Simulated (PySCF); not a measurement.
Ions at one geometry of [Bi(BH4)2]+

PySCF 2.14.0, RKS PBE0, Bi def2-SVP with ECP60, B def2-SVP, H def2-SVP; non-relativistic Hamiltonian with scalar-relativistic core potentials where named; density fitting; no spin-orbit coupling; singlets restricted, open shells unrestricted. The geometry is relaxed for charge +1, singlet, vacuum:

```xyz
11

Bi    0.0000    0.0000   -0.4994
B     2.0060   -0.0502    0.8365
H     2.2651   -0.0266    2.0159
H     1.1405   -1.0413    0.8424
H     2.8056   -0.2019   -0.0544
H     1.3538    1.0648    0.6821
B    -2.0060    0.0502    0.8365
H    -2.2651    0.0266    2.0159
H    -1.1405    1.0413    0.8424
H    -2.8056    0.2019   -0.0544
H    -1.3538   -1.0648    0.6821
```

Energies count from the relaxed state; an electron taken off or put on is at rest in vacuum. Charges and spins are Mulliken's.

| state | energy (eV) | spin squared | charge on Bi1 (e) | spin on Bi1 (e) | dipole about the centre of mass (D) |
| --- | --- | --- | --- | --- | --- |
| charge +1, singlet, vacuum | 0.00 | 0.00 | 0.89 | 0.00 | 0.22 |
| charge 0, doublet, vacuum | -6.95 | 0.75 | 0.37 | 0.84 | 2.18 |

Problem. What does the state charge +2, doublet, vacuum give?

Solution. energy (eV) 16.21, spin squared 0.77, charge on Bi1 (e) 1.14, spin on Bi1 (e) 0.17, dipole about the centre of mass (D) 4.46.

With an electron taken off (doublet) the charges change, summed by element, by Bi +0.26 e, B +0.10 e, H +0.64 e. The vertical ionisation energy is 16.21 eV, against −ε(HOMO) = 14.20 eV of the relaxed state. The level lies 2.0 eV too high, as is usual for semilocal functionals and global hybrids, which keep a self-interaction error.

With an electron put on (doublet) the charges change, summed by element, by Bi -0.51 e, B -0.07 e, H -0.42 e. The vertical electron affinity is 6.95 eV, against −ε(LUMO) = 8.84 eV of the relaxed state.

Open shells may have lower solutions than those found.
